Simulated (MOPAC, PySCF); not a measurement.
H₃Al, SMILES `[AlH3]`, neutral singlet in the gas phase. 

Cartesian coordinates (Å):
```xyz
4

Al     0.0000     0.0000     0.0000
H      1.5781    -0.0787    -0.0004
H     -0.8573    -1.3273    -0.0001
H     -0.7209     1.4061     0.0005
```
Charge 0, spin multiplicity 1.

All levels are single points at this geometry (B3LYP-D3(BJ)/def2-TZVP); Pople sets use spherical d functions. Orbital energies aren't observables, and empty levels follow the basis.

```csv
level,HOMO (eV),LUMO (eV),gap (eV),dipole (D),"vertical IE, Delta-SCF (eV)"
PBE-D3(BJ)/def2-TZVP in PySCF,-7.31,-2.52,4.78,0.00,–
ωB97X-D3(BJ)/def2-TZVP in PySCF,-11.15,0.10,11.25,0.00,11.51
B3LYP/6-31G* in PySCF,-8.37,-1.93,6.44,0.00,11.27
B3LYP/LANL2DZ in PySCF,-8.43,-1.99,6.43,0.00,–
M06-2X/6-31G* in PySCF,-9.69,-1.19,8.50,0.00,–
PBE/6-31G* in PySCF,-7.29,-2.49,4.80,0.00,–
SVWN5/6-31G* in PySCF,-7.29,-2.70,4.58,0.00,–
HF/STO-3G in PySCF,-9.17,8.84,18.01,0.00,–
PM3 in MOPAC,-11.45,-2.26,9.19,0.00,–
```
